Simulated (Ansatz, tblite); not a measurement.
Forces on In13As13H30, a nanocrystal cut from zinc blende InAs (hydrogen-capped) at its r2SCAN-D4/def2-SVP geometry. The state is a singlet with charge 0.

In the def2 sets In takes a core potential; there is no spin–orbit coupling. The xTB rows come from tblite. B3LYP takes the VWN-RPA correlation. Single mean-field runs in def2-SVP are fitted with def2-universal-jkfit.

GFN2-xTB (tblite), largest force 0.61 eV/Å:

```xyz
56
positions Å, forces eV/Å
In   -2.810   -1.524    1.144   -0.170   -0.138   -0.021
In   -3.180   -0.894   -3.345   -0.190   -0.010   -0.148
In   -5.421    1.752   -0.624    0.342   -0.104   -0.021
In   -1.523    2.603    1.559   -0.061    0.212    0.012
In   -1.930    3.116   -2.941   -0.141    0.144   -0.133
In   -0.524   -4.419   -1.515   -0.018   -0.238   -0.032
In   -0.369   -4.951    2.861    0.054    0.276   -0.219
In    0.892   -0.600    3.221    0.144   -0.060    0.154
In    3.070   -3.522    0.501    0.122   -0.202    0.044
In    0.602   -0.085   -1.039    0.168   -0.022   -0.290
In    2.143    4.129   -0.658    0.122    0.208    0.014
In    4.487    1.019    0.955    0.211    0.089    0.075
In    2.331    3.685    3.721   -0.101   -0.214   -0.269
As   -4.231   -0.672   -0.951   -0.349    0.344    0.082
As   -1.762   -3.950    0.751    0.115   -0.272    0.401
As   -2.150   -3.385   -3.401    0.011   -0.004   -0.024
As   -0.700    0.097    1.205   -0.306    0.042    0.528
As   -1.001    0.617   -3.044   -0.277    0.112   -0.257
As   -3.057    3.097   -0.572   -0.487   -0.096    0.038
As    0.730    4.040    1.551    0.225    0.082    0.438
As    0.327    4.553   -2.605    0.012    0.003   -0.024
As    1.418   -2.595   -1.377    0.095   -0.383    0.000
As    1.617   -3.106    2.646   -0.281   -0.370    0.180
As    2.934    1.115    3.068   -0.033    0.424    0.259
As    4.968   -1.609    0.588    0.017   -0.004   -0.018
As    2.708    1.540   -0.963    0.295    0.255    0.063
H    -3.757   -1.486    2.591   -0.064    0.019    0.130
H    -4.090   -0.563   -4.772   -0.093    0.047   -0.169
H    -6.072    1.794    0.972   -0.117    0.044   -0.077
H    -6.187    2.142   -2.123   -0.118    0.032    0.048
H    -2.406    2.844    3.026   -0.071   -0.003    0.128
H    -2.785    3.622   -4.352   -0.094    0.044   -0.168
H     0.008   -6.001   -1.950    0.075   -0.176   -0.052
H    -1.263   -4.579    4.288    0.024   -0.143    0.021
H     0.293   -6.465    2.355   -0.040   -0.071    0.103
H     0.125   -0.515    4.768   -0.083    0.014    0.120
H     3.758   -5.065    0.153    0.071   -0.176   -0.054
H     3.498    5.184   -0.828    0.163    0.108   -0.024
H     5.942    1.940    0.854    0.161    0.111   -0.025
H     1.312    3.638    5.111    0.100    0.098    0.044
H     3.758    4.621    3.448    0.003    0.062    0.116
H    -5.383   -1.656   -1.031    0.018   -0.078   -0.019
H    -2.974   -4.853    0.630   -0.049    0.011   -0.066
H    -3.312   -4.341   -3.558    0.170    0.031   -0.188
H    -1.541   -3.635   -4.764   -0.208   -0.141    0.031
H    -0.203    0.499   -4.326    0.130   -0.027   -0.143
H    -3.447    4.553   -0.407    0.059    0.056   -0.006
H     0.248    5.474    1.663   -0.044    0.030   -0.064
H    -0.081    6.008   -2.523    0.133   -0.088   -0.199
H     1.046    4.655   -3.934   -0.094    0.225    0.069
H     2.172   -2.654   -2.691    0.089    0.028   -0.171
H     2.594   -3.463    3.751    0.071    0.040    0.002
H     3.879    0.655    4.162    0.036   -0.075   -0.009
H     5.976   -2.028    1.637    0.063    0.005   -0.248
H     5.888   -1.777   -0.604    0.120   -0.059    0.215
H     3.436    1.402   -2.286    0.067   -0.042   -0.178
```

B3LYP-D4/def2-SVP (Ansatz), largest force 0.08 eV/Å:

```
In -0.001 0.011 0.017
In -0.026 0.008 -0.036
In -0.074 0.024 0.005
In -0.006 -0.010 0.014
In -0.023 0.018 -0.035
In 0.012 -0.043 -0.011
In -0.011 -0.061 0.048
In -0.018 0.006 0.006
In 0.022 -0.039 -0.005
In 0.011 -0.001 -0.020
In 0.034 0.031 -0.005
In 0.041 0.021 0.001
In 0.021 0.047 0.058
As 0.015 -0.025 0.022
As -0.023 0.026 -0.005
As -0.001 0.002 0.005
As 0.021 -0.004 -0.036
As 0.035 -0.014 0.036
As 0.024 0.007 0.026
As -0.034 -0.007 -0.007
As -0.002 -0.002 0.003
As -0.013 0.049 0.004
As 0.005 0.033 0.012
As -0.016 -0.032 0.005
As -0.003 0.000 0.001
As -0.039 -0.032 -0.005
H -0.039 0.000 0.057
H -0.041 0.013 -0.064
H -0.037 0.004 0.071
H -0.037 0.018 -0.062
H -0.035 0.011 0.058
H -0.038 0.023 -0.062
H 0.023 -0.071 -0.020
H -0.040 0.009 0.068
H 0.027 -0.067 -0.018
H -0.028 0.002 0.064
H 0.030 -0.069 -0.015
H 0.060 0.048 -0.008
H 0.065 0.040 -0.004
H -0.042 0.003 0.068
H 0.061 0.043 -0.006
H -0.044 -0.046 -0.006
H -0.052 -0.035 -0.012
H -0.065 -0.048 0.000
H 0.040 -0.006 -0.070
H 0.040 -0.008 -0.050
H -0.011 0.062 0.004
H -0.024 0.060 -0.003
H -0.027 0.074 0.013
H 0.040 -0.005 -0.067
H 0.029 0.005 -0.057
H 0.046 -0.012 0.043
H 0.041 -0.027 0.042
H 0.045 -0.021 0.063
H 0.039 -0.005 -0.067
H 0.025 -0.011 -0.058
```

PBE0-D4/def2-SVP (Ansatz), largest force 0.08 eV/Å:

```
In 0.054 0.021 -0.043
In 0.048 -0.006 0.066
In 0.059 -0.017 -0.005
In 0.037 -0.038 -0.051
In 0.041 -0.032 0.064
In -0.015 0.077 0.022
In 0.010 0.046 -0.039
In 0.003 0.008 -0.073
In -0.037 0.073 0.010
In -0.005 0.001 0.008
In -0.057 -0.057 0.007
In -0.072 -0.039 -0.001
In -0.017 -0.037 -0.048
As 0.049 -0.013 -0.002
As 0.010 0.039 -0.030
As 0.003 0.014 0.024
As 0.029 -0.005 -0.050
As 0.006 -0.008 0.064
As 0.046 -0.017 -0.002
As -0.013 -0.031 -0.035
As -0.007 -0.017 0.018
As -0.031 0.041 0.040
As 0.005 0.038 -0.031
As -0.016 -0.028 -0.038
As -0.024 0.006 0.006
As -0.051 -0.022 0.032
H 0.002 -0.004 -0.011
H 0.003 -0.005 0.005
H -0.008 0.001 0.010
H -0.004 0.002 -0.008
H 0.005 0.004 -0.010
H 0.005 0.000 0.007
H -0.005 0.006 0.000
H -0.005 -0.001 0.011
H 0.004 -0.008 -0.003
H 0.011 -0.003 -0.005
H -0.001 0.007 0.003
H -0.008 -0.002 -0.001
H -0.004 -0.007 0.001
H -0.005 0.002 0.011
H 0.008 0.005 -0.001
H 0.010 0.005 -0.001
H 0.009 0.008 -0.003
H -0.002 0.008 0.018
H 0.011 0.015 0.013
H -0.006 -0.001 0.016
H 0.004 -0.010 -0.003
H 0.001 -0.011 -0.005
H -0.008 -0.010 0.016
H 0.000 -0.020 0.012
H -0.011 0.004 0.014
H -0.005 0.003 -0.010
H -0.006 -0.001 -0.010
H -0.018 0.004 0.010
H -0.022 0.008 -0.003
H -0.011 -0.001 0.014
```
